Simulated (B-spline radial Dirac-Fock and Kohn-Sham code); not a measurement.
These are calculated numbers from a radial atomic solver; the model is the Dirac equation of a negative muon with reduced mass in the field of a spherical finite nucleus, with the Uehling potential to all orders; nuclear polarisation, deformation, hyperfine structure, self-energy, higher-order vacuum polarisation, relativistic recoil and electron screening are left out. The nuclear charge is a Fermi distribution (skin thickness 2.3 fm).

Problem. A muonic atom of atomic mass 106.91 u emits these computed lines: 2p3/2 → 1s1/2 3287 keV, 3d5/2 → 2p3/2 906.3 keV, 4f7/2 → 3d5/2 318.0 keV, 5g9/2 → 4f7/2 146.6 keV. Which element is it, and what rms charge radius was used?

Solution. Cadmium (Z = 48, nuclide ¹⁰⁷Cd); the high transitions hardly feel the nucleus and fix Z. The 2p → 1s line lies 1768 keV below the value for a point nucleus without QED, which for this nuclear model gives a radius near 4.55 fm (4.5466 fm was used).
